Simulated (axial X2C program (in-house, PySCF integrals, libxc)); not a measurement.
## Estimating the spin–orbit splitting of the π levels of AlI

Computed with an axial X2C code built on PySCF integrals. Spin-free means the one-electron spin-free X2C Hamiltonian; two-component (2c) means X2C with spin–orbit coupling and atomic mean-field two-electron Coulomb and Gaunt terms, so the difference of the two also holds small scalar two-electron terms. Basis: I dyall-cv3z [11s12p8d4f1g], Al dyall-v3z [8s8p2d1f] (cores contracted in-house); Gaussian nuclei, density fitting, unrestricted open shells. Masses: I 126.904 u, Al 26.982 u.

Hartree–Fock at 2.569 Å, closed shell. Valence p splittings ε(p3/2) − ε(p1/2) of spherical Dirac–Hartree–Fock atoms with fractionally filled p shells: I 5p 1.126 eV.

```
filled π level (eV), spin-free  I p share  Al p share
                        -10.06       0.90        0.05
```

Q: In first order a p shell splits by 3ζ/2 and a π orbital by ζ. Estimate the splitting of each π level from the shares.

A: level -10.06 eV: (2/3) × (0.90 × 1.126) = 0.67 eV.

The two-component Hartree–Fock calculation gives:

```csv
ε(ω = 1/2) (eV),σ share of it,ε(ω = 3/2) (eV),splitting (eV),estimate (eV)
-10.465,0.05,-9.710,0.75,0.67
```

The estimate leaves out the mixing of π1/2 with σ1/2 levels, which pushes the ω = 1/2 spinor up or down, the d and f parts of the orbital, small shares of the strongly split outer-core p shell of a metal, the Gaunt term (absent from the atomic values), and the change of the atomic p orbitals with charge; Löwdin shares depend on the basis.
